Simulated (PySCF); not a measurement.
## Unknown compound

Molecular formula: C4H10OP2Si2. Simulated spectra:

1H NMR (400 MHz, computed): δ 4.83 (m, 1H), 4.50 (m, 1H), 3.91 (m, 1H), 2.37 (s, 3H), 1.28 (m, 2H), 1.27 (m, 2H).

13C{1H} NMR (computed): δ 187.7 (C), 113.5 (C), 96.9 (C), 36.4 (CH3).

[PySCF: σ from GIAO-PBE0/pcSseg-1; geometry from GFN2-xTB; a single conformation; in vacuum; relativity neglected; one averaged value for each set of equivalent atoms]

Shifts are taken against calculated references (same method and geometry level): 1H (σref 31.72) and 13C (σref 186.93) against TMS.

Deduce the structure.

## Answers


1. 4 carbon signals for 4 carbons: no two carbons are equivalent.
2. Carbon types of the structure: 3 × C, 1 × CH3, leaving 7 H on heteroatoms.
3. δC 187.7: carbonyl carbon of an ynone.
4. δC 113.5, 96.9: alkyne carbon.
5. δC 36.4: methyl carbon α to a carbonyl; α to the electron-withdrawing carbonyl group.
6. δH 4.83: hydrogen on a silicon bonded to C, P, Si.
7. δH 4.50, 3.91: hydrogen on a silicon bonded to P, Si.
8. δH 2.37: hydrogen on a methyl carbon α to a carbonyl; α to C=O.
9. δH 1.28, 1.27: hydrogen on a phosphorus bonded to Si.

The compound is SMILES CC(=O)C#C[Si@H](P)[SiH2]P.

The data come from this structure; uniqueness wasn't tested.

Splittings by 31P in the carbon and heteronuclear signals aren't shown, as no couplings were computed. Shifts are as computed. Against solution values, carbons near 30 ppm lie about +3 ppm off and those near 130 ppm about +5 ppm. Of 1309 compounds with measured shifts, 239 miss one by over three times the rms of a fit or turn the order of signals round; such compounds aren't used in these exercises. Multiplicities follow the n + 1 count of equivalent neighbours, as no J values were calculated; m marks all less simple cases, F and P coupling included.
